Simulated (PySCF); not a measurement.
**Working out the excitation energy of Ar²⁺**

Ar²⁺ [Ne] 3s2 3p4 (3P) → Ar²⁺ [Ne] 3s2 3p3 3d1 (5D). All numbers are calculated (PySCF 2.14, the non-relativistic Hamiltonian (point nucleus), in aug-cc-pwCVDZ (6s5p3d, 36 functions)). Frozen: [Ne]. Energies in hartree (1 hartree = 27.21139 eV):

| part | Ar²⁺ (lower) | Ar²⁺ (upper) |
| --- | --- | --- |
| UHF | -525.292063 | -524.634407 |
| CCSD correlation | -0.122075 | -0.093873 |
| (T) | -0.001613 | -0.000918 |

Problem. What does Hartree-Fock give?

Solution. (-524.634407) − (-525.292063) = 0.657656 hartree = 17.896 eV.

Problem. What do CCSD and CCSD(T) give?

Solution. The CCSD correlation energies differ by 0.028202 hartree = 0.767 eV and the triples by 0.000695 hartree = 0.019 eV, so CCSD gives 18.663 eV and CCSD(T) 18.682 eV.

A double-zeta basis recovers only part of the correlation energy.
